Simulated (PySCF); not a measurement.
**Solvent effects on NMR parameters**

Mapped SMILES: `[F:1][C:2]([F:3])([F:4])[CH2:5][c:6]1[cH:7][cH:8][cH:9][n:10][cH:11]1`. Each H is labelled by its parent atom.

GIAO PBE0/pcSseg-1 in PySCF 2.14 on one PBE0-D3(BJ)/def2-SVP conformer, non-relativistic, equivalent nuclei averaged. Solvents enter as an IEF-PCM continuum (chloroform with ε = 4.7, dimethylsulfoxide with ε = 46.8) around the gas-phase geometry. Shifts are referred to CFCl3, TMS computed in the same medium.

Gas phase, δ in ppm: F1/F3/F4 -81.1, C11 158.1, C9 155.8, C7 143.4, C6 130.6, C2 130.2, C8 128.1, C5 40.5, H(C9) 8.81, H(C11) 8.72, H(C7) 7.76, H(C8) 7.30, H(C5) 2.98. Dipole moment 2.45 D.

**Question.** How does each δ change in the continuum?

**Answer.** 
```csv
atoms,environment,"Δδ, chloroform","Δδ, dimethylsulfoxide"
F1/F3/F4,fluorine of a CF3 group,+0.4,+0.6
C11,aromatic CH next to a ring nitrogen,+0.8,+1.0
C9,aromatic CH next to a ring nitrogen,+0.7,+0.9
C7,aromatic CH,+2.6,+3.8
C6,substituted aromatic carbon,+2.3,+3.5
C2,CF3 carbon,+1.3,+1.9
C8,aromatic CH,+2.0,+2.9
C5,sp3 CH2 on an aromatic ring,-0.1,-0.1
H(C9),hydrogen on an aromatic CH next to a ring nitrogen,+0.01,+0.01
H(C11),hydrogen on an aromatic CH next to a ring nitrogen,+0.03,+0.04
H(C7),hydrogen on an aromatic CH,+0.26,+0.39
H(C8),hydrogen on an aromatic CH,+0.27,+0.38
H(C5),hydrogen on an sp3 CH2 on an aromatic ring,+0.26,+0.37
```

Changes are relative to the gas phase. The dipole moment becomes 2.99 D in chloroform, 3.25 D in dimethylsulfoxide.

**Question.** Which of the listed nuclei move most (in ppm), and what does the model miss? (N and O are left out, as their reference compounds move with the solvent too.)

**Answer.** C7 (aromatic CH, +3.8 ppm) in dimethylsulfoxide. A continuum only polarises the solute; specific hydrogen bonds, the anisotropy of aromatic solvents and changes of geometry or conformer are outside it.
